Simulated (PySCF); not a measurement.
The numbers below are computed, except where a source is named.
# Si2BH4ClF

Si2BH4ClF is a small molecule (built as: Si site whose three back bonds go to F, Cl, BHSiH3), neutral, doublet. The structure, one conformer, was relaxed in the gas phase by PBE0-D3(BJ)/def2-SVP. No frequency run checks that it is a minimum.

SMILES: F[Si](Cl)B[SiH3]

```xyz
9

Si    1.792   -0.054    0.071
F     2.067    1.419    0.667
Cl    3.625   -0.905   -0.172
B     0.083   -0.760   -0.298
Si   -1.560    0.330    0.042
H     0.089   -1.887   -0.728
H    -2.446    0.340   -1.166
H    -2.347   -0.260    1.173
H    -1.251    1.751    0.398
```
Atom numbers follow the order of the file, from 1.

EPR values by unrestricted B3LYP, IGLO-III on B Cl F Si, pcH-1 on H.

Question: Predict g and the largest hyperfine couplings. Where does the spin sit?

Answer: g = 2.0015, 2.0020, 2.0049. The spin sits on Si1 (54 %, bonded to 1 B + 1 Cl + 1 F), B4 (45 %, bonded to 2 Si + 1 H) by Mulliken populations.
| atom | isotope | isotropic (MHz) | dipolar, principal values (MHz) |
| --- | --- | --- | --- |
| F2 | 19F | 35.1 | -58.7, -56.2, 114.9 |
| Si1 | 29Si | -33.4 | -96.4, 47.4, 49.1 |
| B4 | 11B | 15.7 | -23.0, -21.7, 44.7 |
| H8 | 1H | 41.3 | -1.8, -1.1, 2.8 |
| H6 | 1H | -28.2 | -11.7, 0.4, 11.3 |
| H7 | 1H | 26.7 | -1.6, -1.2, 2.8 |

Question: How do the isotropic couplings move with BHandHLYP?

Answer: F2 35.1 to 55.4 MHz, Si1 -33.4 to -55.2 MHz, B4 15.7 to 9.4 MHz, H8 41.3 to 35.8 MHz.
